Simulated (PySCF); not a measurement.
Compound: C₇H₈O.
Structure used (PBE0-D3(BJ)/def2-SVP), in Å, numbered top down from 1:
```
atom  x, y, z in Å
C1     2.4041    1.9667    0.0725
C2     1.6061    1.0537    0.1441
C3     0.7008   -0.0331    0.2282
C4    -0.6447    0.0245    0.2648
C5    -1.5192    1.2219    0.2234
C6    -1.1719   -1.3756    0.3495
O7    -0.0486   -2.2167    0.4045
C8     1.1401   -1.4737    0.2880
H9     3.1075    2.7765    0.0137
H10   -2.2120    1.1738   -0.6334
H11   -0.9280    2.1440    0.1436
H12   -2.1434    1.2840    1.1307
H13   -1.8081   -1.5192    1.2467
H14   -1.8075   -1.6180   -0.5286
H15    1.7007   -1.7633   -0.6228
H16    1.8030   -1.6656    1.1531
```

Method: TDDFT B3LYP/def2-SVPD, vertical, gas phase, core orbitals frozen in the response in PySCF.

Kohn–Sham orbitals with the atoms that hold most of them (Löwdin shares over 4%, at most four atoms; ? is withheld):

```tsv
orbital	ε (eV)	atoms
LUMO+2	0.57	C1 36%, C2 30%, H9 10%, C3 6%
LUMO+1	0.30	C5 19%, C6 12%, H10 8%, H12 7%
LUMO	?	?
HOMO	-6.39	C4 19%, C3 17%, C1 14%, C2 9%
HOMO-1	-7.37	?
HOMO-2	-7.80	C1 39%, C2 36%, C3 6%, O7 5%
HOMO-3	-9.12	C2 29%, C3 20%, C1 20%, O7 8%
```

Task: Which atoms hold the LUMO, and with what shares?

Result: C4 (bonded to 3 C) 26%; C1 (bonded to C and H) 18%; C3 (bonded to 3 C) 18%; C2 (bonded to 2 C) 15%.

Task: Give the leading atoms of the HOMO-1.

Result: O7 (bonded to 2 C) 48%; C1 (bonded to C and H) 10%; C2 (bonded to 2 C) 9%; C8 (bonded to C, O and 2 H) 6%. By element: oxygen 48%, carbon 26% or more.

Task: What is the LUMO energy, and the HOMO–LUMO gap?

Result: ε(LUMO) = -0.99 eV; the gap is 5.40 eV (0.1984 hartree).

Task: How does S1 compare with the orbital gap of 5.40 eV?

Result: S1 is at 4.99 eV (f = 0.193), 0.41 eV below the gap, made of HOMO→LUMO (81%), HOMO-1→LUMO (15%). Without the coupling terms of the response equations the lowest excitation would equal the gap.

Task: One configuration dominates each of S1, S2, S3 and S5. Which, and how do the shares of the two leading atoms of either orbital change from the occupied to the empty one?

Result: 
- S1 (4.99 eV, f 0.193), HOMO→LUMO (81%): C4 19% → 26%, C3 17% → 18%, C1 14% → 18%
- S2 (5.42 eV, f 0.0023), HOMO-2→LUMO (94%): C1 39% → 18%, C2 36% → 15%, C4 at most 5% → 26%
- S3 (5.63 eV, f 0.121), HOMO-1→LUMO (76%): O7 48% → at most 15%, C1 10% → 18%, C4 at most 7% → 26%
- S5 (5.85 eV, f 0.022), HOMO→LUMO+1 (96%): C4 19% → at most 8%, C3 17% → at most 8%, C5 at most 10% → 19%, C6 at most 10% → 12%

Löwdin shares depend on the basis, the more so with diffuse functions.
